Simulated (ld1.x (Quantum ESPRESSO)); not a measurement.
**What the settings do to the TM potential of Re**

Base potential:

```json
{
  "Element": "Re (Z = 75)",
  "Generator": "ld1.x (Quantum ESPRESSO) 7.5",
  "Type": "norm-conserving Troullier–Martins (Kleinman–Bylander form)",
  "Functional": "PBE",
  "Relativity": "fully relativistic",
  "Frozen core": "[Kr] 4d10 4f14 5s2",
  "Valence charge": "13",
  "Reference configuration": "5p6 5d5 6s1.5 6p0.5",
  "Partial waves": "5p (bound): rc 1.40 bohr; 5d (bound): rc 1.50 bohr; 6s (bound): rc 1.85 bohr",
  "Local potential": "the s channel",
  "Core correction": "none"
}
```

Open shells are filled in proportion to 2j + 1 (rel_dist='average').

Occupied shells without a wave of their own: 6p. They enter only through the test configuration that unscreens the potential.

All-electron outer shells of the reference configuration (PBE, scalar-relativistic, ld1.x):

```tsv
shell	level (eV)	outermost node (bohr)	outermost maximum (bohr)
5s	-86.13	0.52	0.93
5p	-47.90	0.56	1.06
4f	-43.19	–	0.41
6s	-6.54	1.24	2.54
5d	-6.17	0.62	1.41
6p	-1.75	1.48	3.56
```

Cutoffs, loose and tight: the cutoffs (Ry, on a coarse ladder) from which the occupation-weighted sum of valence levels, in a spherical-Bessel basis at the reference potential, stays within 10 and 1 mRy of its value at 400 Ry. They do not see the model core or the augmentation charge, which bear on the density cutoff. Test errors are all-electron minus pseudo excitation energies from the reference, over the configurations 5p6 5d5 6s2 6p0; 5p6 5d5 6s1 6p0; 5p6 5d5 6s0 6p0; 5p6 5d6 6s1 6p0; 5p6 5d3 6s0 6p0; 5p6 5d4 6s2 6p0; 5p6 5d6 6s0 6p0. A dash means not determined; rows that change the core or the reference have their own tests.

```csv
change,outcome,"cutoff, loose","cutoff, tight",bound ghosts,largest test error (meV)
base,"generated, misses its reference levels by 0.54 eV",90 Ry,120 Ry,none,+952
wave 5p (bound): rc 1.40 bohr becomes 5p (bound): rc 0.92 bohr,"generated, misses its reference levels by 0.54 eV",260 Ry,over 300 Ry,none,+956
wave 5p (bound): rc 1.40 bohr becomes 5p (bound): rc 1.04 bohr,"generated, misses its reference levels by 0.54 eV",140 Ry,230 Ry,none,+956
wave 5p (bound): rc 1.40 bohr becomes 5p (bound): rc 1.22 bohr,"generated, misses its reference levels by 0.54 eV",110 Ry,160 Ry,none,+954
wave 5p (bound): rc 1.40 bohr becomes 5p (bound): rc 1.38 bohr,"generated, misses its reference levels by 0.54 eV",90 Ry,120 Ry,none,+952
wave 5p (bound): rc 1.40 bohr becomes 5p (bound): rc 1.48 bohr,"generated, misses its reference levels by 0.54 eV",80 Ry,110 Ry,none,+950
wave 5p (bound): rc 1.40 bohr becomes 5p (bound): rc 1.64 bohr,"generated, misses its reference levels by 0.54 eV",55 Ry,90 Ry,none,+945
wave 5p (bound): rc 1.40 bohr becomes 5p (bound): rc 1.78 bohr,"generated, misses its reference levels by 0.54 eV",45 Ry,80 Ry,none,+939
wave 5p (bound): rc 1.40 bohr becomes 5p (bound): rc 2.14 bohr,"generated, misses its reference levels by 0.53 eV",35 Ry,70 Ry,none,+929
```

(1) What comes out with this change to the base: wave 5p (bound): rc 1.40 bohr becomes 5p (bound): rc 1.98 bohr?

## Answers

(1) outcome: generated, misses its reference levels by 0.53 eV; cutoff, loose: 40 Ry; cutoff, tight: 70 Ry; bound ghosts: none; largest test error (meV): +933.

Reading the sweep of the p radius (base included, trends over the rows without a ghost): The loose cutoff falls from 260 Ry at 0.92 to 35 Ry at 2.14 bohr. A larger radius leaves more room for a smooth pseudo-wave, so fewer plane waves are needed; a smaller one forces it to follow the all-electron wave where it bends sharply. The median size of the test errors (rows with all tests solved) stays near 320.5 meV.
